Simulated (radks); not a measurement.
The platinum ion Pt+, 77 electrons, occupied as [Xe] 4f14 5d9 (the NIST ground configuration).

All-electron calculation, Dirac Kohn-Sham, PBE, spin-unpolarised, spherical densities, finite nucleus; open shells fill j = l - 1/2 first; Fermi nuclear charge, rms radius 5.427 fm. Program: a radial shooting solver on a logarithmic mesh with Libxc functionals.

Energy parts (eV):
part                       energy
total                  -501847.67
kinetic                 573810.96
electron-nucleus      -1260923.99
Hartree                 194978.86
exchange-correlation     -9713.50

Orbitals (lengths in bohr, moments of r in powers of bohr):
| orbital | occ. | eigenvalue (eV) | <r> | small-component weight |
|---|---|---|---|---|
| 1s1/2 | 2 | -78280.34 | 0.01715 | 8.74e-02 |
| 2s1/2 | 2 | -13748.58 | 0.07171 | 2.00e-02 |
| 2p1/2 | 2 | -13181.29 | 0.05906 | 2.01e-02 |
| 2p3/2 | 4 | -11452.43 | 0.06749 | 1.79e-02 |
| 3s1/2 | 2 | -3235.328 | 0.1866 | 6.66e-03 |
| 3p1/2 | 2 | -2979.801 | 0.1768 | 6.61e-03 |
| 3p3/2 | 4 | -2599.768 | 0.1923 | 5.98e-03 |
| 3d3/2 | 4 | -2172.889 | 0.1676 | 5.86e-03 |
| 3d5/2 | 6 | -2090.972 | 0.1723 | 5.69e-03 |
| 4s1/2 | 2 | -701.4867 | 0.4150 | 2.24e-03 |
| 4p1/2 | 2 | -592.9062 | 0.4179 | 2.15e-03 |
| 4p3/2 | 4 | -502.4048 | 0.4517 | 1.91e-03 |
| 4d3/2 | 4 | -324.2441 | 0.4617 | 1.71e-03 |
| 4d5/2 | 6 | -307.4121 | 0.4729 | 1.65e-03 |
| 5s1/2 | 2 | -109.6384 | 0.9543 | 5.50e-04 |
| 4f5/2 | 6 | -79.8856 | 0.5126 | 1.27e-03 |
| 4f7/2 | 8 | -76.4322 | 0.5200 | 1.24e-03 |
| 5p1/2 | 2 | -75.0561 | 1.036 | 4.66e-04 |
| 5p3/2 | 4 | -60.1775 | 1.136 | 3.93e-04 |
| 5d3/2 | 4 | -15.0978 | 1.607 | 2.02e-04 |
| 5d5/2 | 5 | -13.7299 | 1.679 | 1.86e-04 |

The highest occupied level is 5d5/2 at -13.730 eV. For comparison, the ionisation energy in NIST's Atomic Spectra Database is 18.6 eV (measured). In exact Kohn-Sham theory the highest level is minus the ionisation energy, but local and semilocal functionals leave it too shallow, through self-interaction and a potential that decays too fast; potentials with the right tail come closer. Summed over all electrons, <r^2> = 49.03 bohr^2, which gives a Langevin (diamagnetic) susceptibility term of -38.8 x 10^-6 cm^3/mol. The density falls to 0.001 e/bohr^3 at r = 3.86 bohr.

Beside tabulated values, note that spin-unpolarised runs miss the spin-polarisation part of the exchange energy of open shells.
